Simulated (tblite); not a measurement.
Compound: C₇H₁₄NP.
Numbering: `[CH2:1]=[CH:2][P:3]([CH3:4])[N:5]1[CH2:6][CH2:7][CH2:8][CH2:9]1` (hydrogens: H10, H11 on C1; H12 on C2; H13, H14, H15 on C4; H16, H17 on C6; H18, H19 on C7; H20, H21 on C8; H22, H23 on C9)

Computed with GFN2-xTB (tblite), gas phase: L-BFGS steps from a force-field or distance-geometry start until the largest atomic force falls under 0.01 eV/Å.

Geometry at step 79:
```
atom  x, y, z in Å
C1     -3.3752   -0.8628    0.8338
C2     -2.1143   -0.9786    0.4323
P3     -0.9186    0.4023    0.5571
C4     -1.6463    1.4658   -0.7770
N5      0.3219   -0.3430   -0.4185
C6      1.2695    0.5763   -1.0365
C7      2.4789    0.7109   -0.0950
C8      2.2667   -0.3958    0.9495
C9      1.1682   -1.2678    0.3274
H10    -3.7790    0.0662    1.2096
H11    -4.0590   -1.6954    0.8008
H12    -1.7203   -1.9196    0.0640
H13    -1.5521    0.9803   -1.7448
H14    -1.1518    2.4349   -0.7988
H15    -2.6893    1.6326   -0.5315
H16     1.5709    0.1444   -1.9954
H17     0.8006    1.5318   -1.2444
H18     2.4972    1.6945    0.3722
H19     3.4040    0.5736   -0.6519
H20     3.1777   -0.9503    1.1749
H21     1.8709    0.0326    1.8743
H22     1.5895   -2.0019   -0.3727
H23     0.5852   -1.8041    1.0806
```

Task: What forces act on the atoms?

Result: 
```tsv
atom	Fx (eV/Å)	Fy (eV/Å)	Fz (eV/Å)
C1	0.296	-0.101	-0.079
C2	-0.227	0.121	0.075
P3	0.026	-0.016	-0.011
C4	0.017	0.059	0.068
N5	-0.002	-0.040	-0.001
C6	-0.050	-0.052	-0.051
C7	0.002	-0.064	0.035
C8	-0.068	-0.008	0.010
C9	-0.024	-0.001	0.049
H10	0.084	-0.057	0.010
H11	-0.055	-0.004	-0.032
H12	-0.023	0.043	0.033
H13	-0.055	-0.065	-0.030
H14	0.019	0.047	0.005
H15	-0.135	-0.016	-0.025
H16	0.074	-0.091	-0.025
H17	0.002	0.116	-0.029
H18	0.041	-0.012	0.010
H19	0.054	-0.006	0.054
H20	-0.082	0.019	-0.027
H21	0.101	-0.012	-0.024
H22	-0.010	0.126	0.016
H23	0.015	0.011	-0.030
```

The largest, 0.32 eV/Å, acts on C1; the rms over all components is 0.069 eV/Å. The forces sum to zero within rounding, as they must for an isolated molecule in no field.

Task: Give the force on C1 in Eh/bohr and in nN.

Result: 0.323 eV/Å ÷ 51.422 = 0.00627 Eh/bohr, and 0.323 eV/Å × 1.602 = 0.52 nN.

Task: How far is this geometry from the end of the optimisation?

Result: 0.078 eV above it, and 0.498 Å rms away after alignment. The bonds farthest from their final lengths, with half the difference of the two atoms' forces along the bond (positive lengthens):

```csv
bond,now (Å),final (Å),force along bond (eV/Å)
C1=C2,1.328,1.322,-0.28
C6–H17,1.084,1.089,+0.06
C4–H15,1.084,1.088,+0.06
C2–P3,1.831,1.827,+0.03
C8–C9,1.534,1.538,-0.03
C8–H21,1.093,1.090,-0.05
```

The angle farthest from its final value is C9–C8–H21, 107.8° against 110.2°.
